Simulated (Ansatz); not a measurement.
CH$_{7}$B$_{2}$NOSi, SMILES `BB[SiH](O)C=N`, relaxed with RKS PBE-D4/def2-SVP in Ansatz from a rough embedded geometry. The force threshold is 0.03 eV/Å; the program also tests the step.

Total charge 0; spin multiplicity 1.

Start:

```xyz
13

B    -0.385    1.424   -2.408
B    -0.815    0.649   -0.944
Si    0.513   -0.354    0.063
O     1.834    0.597    0.469
C    -0.246   -1.120    1.529
N     0.442   -1.870    2.327
H    -1.193    2.030   -2.953
H     0.739    1.330   -2.756
H    -1.960    0.685   -0.544
H     1.013   -1.455   -0.835
H     1.363    1.320    1.112
H    -1.320   -0.972    1.732
H     0.015   -2.266    3.209
```

| step | energy (eV) | largest force (eV/Å) | largest move (Å) |
| --- | --- | --- | --- |
| 1 | -13896.1583 | 3.780 | 0.000 |
| 2 | -13896.6609 | 1.863 | 0.180 |
| 3 | -13896.7241 | 1.675 | 0.194 |
| 4 | -13896.9494 | 0.521 | 0.200 |
| 5 | -13897.1117 | 0.765 | 0.195 |
| 6 | -13897.2862 | 1.017 | 0.200 |
| 7 | -13897.5085 | 0.844 | 0.195 |
| 8 | -13897.6966 | 0.690 | 0.200 |
| 9 | -13897.7741 | 0.384 | 0.199 |
| 10 | -13897.8246 | 0.218 | 0.200 |
| 11 | -13897.8597 | 0.702 | 0.195 |
| 12 | -13897.8879 | 1.485 | 0.193 |
| 13 | -13897.9500 | 1.426 | 0.193 |
| 14 | -13898.0077 | 1.265 | 0.195 |
| 15 | -13898.1104 | 0.631 | 0.200 |
| 16 | -13898.1436 | 0.445 | 0.195 |
| 17 | -13898.1532 | 0.185 | 0.050 |
| 18 (rejected) | -13898.1485 | 0.208 | 0.132 |
| 19 | -13898.1583 | 0.055 | 0.065 |
| 20 | -13898.1606 | 0.091 | 0.093 |
| 21 | -13898.1631 | 0.103 | 0.098 |
| 22 | -13898.1644 | 0.124 | 0.103 |
| 23 | -13898.1652 | 0.105 | 0.022 |
| 24 | -13898.1665 | 0.045 | 0.017 |
| 25 | -13898.1671 | 0.026 | 0.036 |
| 26 | -13898.1674 | 0.033 | 0.058 |
| 27 | -13898.1676 | 0.024 | 0.029 |

End:

```xyz
13

B    -0.444    1.650   -1.897
B    -0.941    0.173   -1.473
Si    0.437   -0.667   -0.248
O     1.714    0.351    0.150
C    -0.278   -1.063    1.492
N     0.373   -0.465    2.426
H    -0.695    2.622   -1.197
H     0.296    1.863   -2.845
H    -1.932   -0.484   -1.729
H     0.905   -1.963   -0.876
H     1.704    0.397    1.142
H    -1.150   -1.735    1.680
H     0.011   -0.677    3.374
```

It took 44 s on 4 threads of an Arm Neoverse V1 on a shared host, with 0.19 GiB of host memory at the peak.
